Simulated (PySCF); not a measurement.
C₄H₃N₂, SMILES [c]1cnccn1, multiplicity 2. Geometry: PBE-D3(BJ)/def2-SVP. The isomer is the one that the SMILES or the coordinates give; other isomers of the formula were not compared.

Problem. Give the equilibrium geometry at PBE-D3(BJ)/def2-SVP (PySCF confirms it by a frequency run) as a Z-matrix, and its point group. (The exact figures need the calculation; the answer reports its results.)

Solution. point group Cs.
```
C
N 1 1.3420
C 2 1.3420 1 118.36
H 3 1.1023 2 118.09 1 180.00
H 1 1.1041 2 117.38 3 180.00
C 1 1.4055 5 120.66 2 180.00
N 6 1.3483 1 118.53 5 180.00
C 7 1.2936 6 119.57 1 0.00
H 6 1.1032 7 119.03 8 180.00
```
Charge 0, spin multiplicity 2.
